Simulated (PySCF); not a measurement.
Ge(H)(NH2)3, SMILES [NH2][GeH]([NH2])[NH2] (H7GeN3) (PBE0/def2-SVP optimised geometry):

```
11

Ge    -0.002    -1.155     0.000
N     -0.484    -2.134     1.472
N     -0.535     0.593     0.000
N     -0.882    -1.829    -1.458
H      1.544    -1.155     0.000
H      0.183    -2.836     1.778
H     -1.418    -2.533     1.457
H     -0.119     1.155     0.738
H     -1.544     0.714     0.035
H     -0.714    -2.810    -1.659
H     -0.765    -1.289    -2.311
```

Method: PBE0/def2-TZVP (PySCF).

Task: What are the frontier orbital energies and the dipole moment?

Result: HOMO-2 -7.50 eV, HOMO-1 -7.30 eV, HOMO -7.08 eV, LUMO 0.81 eV, LUMO+1 1.40 eV; dipole moment 1.22 D.

On the same geometry PySCF with PBE/def2-TZVP gives HOMO-2 -6.02 eV, HOMO-1 -5.82 eV, HOMO -5.61 eV, LUMO -0.04 eV, LUMO+1 0.57 eV; dipole moment 1.17 D.

Meta-Löwdin charges at PBE0/def2-TZVP: Ge1 0.93, N2 -0.74, N3 -0.73, N4 -0.73, H5 -0.11, H6 0.23, H7 0.23, H8 0.23, H9 0.23, H10 0.23, H11 0.23.
